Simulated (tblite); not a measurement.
Species: C6H9O (doublet state).
Geometry (GFN2-xTB, Å), atoms numbered from 1 in this order:
```
atom  x, y, z in Å
C1     2.0619    0.2572   -0.4437
O2     0.7546    0.3457   -0.9654
C3    -0.2467    0.0583   -0.0456
C4    -1.7356    0.0968   -0.4137
C5    -1.5763   -0.2932    1.0620
C6    -0.5466    0.8252    1.2628
C7    -0.4617   -1.2808    0.6960
H8     2.2135    0.9742    0.3702
H9     2.2758   -0.7536   -0.0809
H10    2.7291    0.4963   -1.2694
H11   -2.0879   -0.6673   -1.0978
H12   -2.1591    1.0712   -0.6306
H13    0.1568    0.7081    2.0813
H14   -0.8964    1.8474    1.1640
H15    0.2470   -1.5388    1.4768
H16   -0.7360   -2.1377    0.0900
```

All values are computed: GFN2-xTB (tblite) harmonic vibrations without scaling, gas phase. Against measured fundamentals such values can be off by several per cent, at times by over 20. One conformer, not necessarily the lowest. Open shells enter through the occupations alone, without spin polarisation, and single modes of such species can be off by tens of per cent.

Harmonic wavenumbers (cm⁻¹): 71.2, 183.1, 211.1, 359.0, 411.3, 539.1, 542.0, 626.7, 747.8, 787.0, 863.2, 922.1, 930.7, 983.0, 1036.4, 1046.1, 1058.4, 1071.9, 1080.0, 1087.5, 1092.1, 1129.0, 1142.6, 1162.3, 1181.0, 1190.6, 1256.9, 1394.7, 1463.8, 1471.6, 1472.1, 1482.1, 1515.4, 2923.5, 2939.1, 3026.2, 3027.8, 3032.1, 3036.6, 3041.0, 3043.2, 3047.3.

A = 5401, B = 2279, C = 2207 MHz; mass 97.065 u (most abundant isotopes); point group Cs, symmetry number 1; spin multiplicity 2.

**Question.** What is the zero-point energy?

**Answer.** Half the sum of the wavenumbers: 29314 cm⁻¹ = 83.81 kcal/mol.

**Question.** Give the ideal-gas entropy at 400 K and 1 bar in the rigid-rotor, harmonic-oscillator model (classical rotation).

**Answer.** Translation 41.12, rotation 27.75, vibration 20.86, spin (R ln 2) 1.38: S = 91.1 cal/(mol K).

**Question.** And Cp and H(400 K) − H(0)?

**Answer.** Cp = 36.54 cal/(mol K), of which vibrations give 28.59 (their classical limit is 42 R = 83.5); H(400 K) − H(0) = 8.03 kcal/mol without the zero-point energy, 4.85 from vibrations.

**Question.** Which modes carry the vibrational entropy at 400 K?

**Answer.** 71.2 cm⁻¹: 4.70; 183.1 cm⁻¹: 2.85; 211.1 cm⁻¹: 2.58; 359.0 cm⁻¹: 1.61; 411.3 cm⁻¹: 1.38; 539.1 cm⁻¹: 0.96 cal/(mol K); the other 36 give 6.77 together.

**Question.** What must be added to the electronic energy to get the Gibbs energy at 400 K and 1 bar?

**Answer.** ZPE + [H(400 K) − H(0)] − T·S = 83.81 + 8.03 − 36.44 = 55.40 kcal/mol.

**Question.** How do the functions run with temperature in this model?

**Answer.** 
| T (K) | S (cal/(mol K)) | Cp (cal/(mol K)) | H − H(0) (kcal/mol) | G − H(0) (kcal/mol) | ln q(vib) |
| --- | --- | --- | --- | --- | --- |
| 50 | 54.7 | 9.8 | 0.43 | -2.30 | 0.15 |
| 100 | 62.3 | 12.5 | 0.99 | -5.24 | 0.58 |
| 298.15 | 81.8 | 27.2 | 4.77 | -19.61 | 2.93 |
| 373.15 | 88.6 | 34.2 | 7.08 | -26.00 | 3.99 |
| 500 | 100.1 | 44.5 | 12.09 | -37.98 | 5.98 |
| 750 | 121.1 | 58.7 | 25.13 | -65.69 | 10.21 |
| 1000 | 139.3 | 67.6 | 40.99 | -98.29 | 14.45 |

q(vib) and H(0) count from the zero-point level.

**Question.** Blend soft modes into free rotors: weight 1/[1 + (100 cm⁻¹/ν̃)⁴] for the oscillator and the rest for a rotor with moment μB/(μ + B), μ = h/(8π²ν), B = 10⁻⁴⁴ kg m². What vibrational entropy results?

**Answer.** 19.86 cal/(mol K) in place of 20.86, which changes −T·S at 400 K by +0.40 kcal/mol.

Hindered rotation and anharmonicity are outside this model. Other conformers, if any are populated, would add a mixing term that is left out.
